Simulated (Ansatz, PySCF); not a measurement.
C3H6GeO, SMILES [GeH2]1[CH2]C([CH2]1)=O. Atoms are numbered in the order given.

```xyz
11

O     -2.5320    -0.4229     0.0000
C     -1.4195     0.0361     0.0000
C     -0.5092     0.2740    -1.2151
Ge     1.0376    -0.0957     0.0000
C     -0.5092     0.2740     1.2151
H     -0.7612    -0.3242    -2.1004
H     -0.4900     1.3433    -1.4860
H      2.1894     0.9227     0.0000
H      1.5400    -1.5481     0.0000
H     -0.4900     1.3433     1.4860
H     -0.7612    -0.3242     2.1004
```

Coordinates come from a B3LYP-D3(BJ)/def2-SVP optimisation. The structure was generated by enumeration, and PubChem lists no compound with its InChIKey, so it may never have been made.

Two levels are set side by side: PBE-D3(BJ)/def2-SVP (Ansatz, a first-principles code) and B3LYP-D3(BJ)/def2-SVP (Ansatz). Each level has its own optimised geometry; the coordinates shown are those of the second. Frequencies come from the Hessian of PySCF at each geometry. Differences are taken from unrounded values.

| quantity | B3LYP-D3(BJ) |
|---|---|
| mean bond length (Å) | 1.432 |
| bond O1–C2 (Å) | 1.203 |
| bond C2–C3 (Å) | 1.537 |
| bond C2–C5 (Å) | 1.537 |
| bond C3–Ge4 (Å) | 2.001 |
| bond Ge4–C5 (Å) | 2.001 |
| bond C3–H6 (Å) | 1.098 |
| bond C3–H7 (Å) | 1.103 |
| bond Ge4–H8 (Å) | 1.538 |
| bond Ge4–H9 (Å) | 1.537 |
| bond C5–H10 (Å) | 1.103 |
| bond C5–H11 (Å) | 1.098 |
| highest harmonic wavenumber (cm⁻¹) | 3156 |
| mean harmonic wavenumber (cm⁻¹) | 1261 |
| zero-point energy (kcal/mol) | 48.67 |

### Question
What does PBE-D3(BJ) give, and how far is it from B3LYP-D3(BJ)? (The exact figures need the calculation; the answer reports its results.)

### Answer

| quantity | PBE-D3(BJ) | PBE-D3(BJ) minus B3LYP-D3(BJ) |
|---|---|---|
| mean bond length (Å) | 1.438 | 0.006 |
| bond O1–C2 (Å) | 1.214 | 0.010 |
| bond C2–C3 (Å) | 1.539 | 0.002 |
| bond C2–C5 (Å) | 1.539 | 0.002 |
| bond C3–Ge4 (Å) | 2.003 | 0.002 |
| bond Ge4–C5 (Å) | 2.003 | 0.002 |
| bond C3–H6 (Å) | 1.105 | 0.008 |
| bond C3–H7 (Å) | 1.111 | 0.008 |
| bond Ge4–H8 (Å) | 1.547 | 0.009 |
| bond Ge4–H9 (Å) | 1.546 | 0.009 |
| bond C5–H10 (Å) | 1.111 | 0.008 |
| bond C5–H11 (Å) | 1.105 | 0.008 |
| highest harmonic wavenumber (cm⁻¹) | 3103 | -53 |
| mean harmonic wavenumber (cm⁻¹) | 1227 | -34 |
| zero-point energy (kcal/mol) | 47.35 | -1.32 |

Exact exchange shortens and stiffens bonds; PBE has none. Differences between two approximate levels are no errors against the true value.
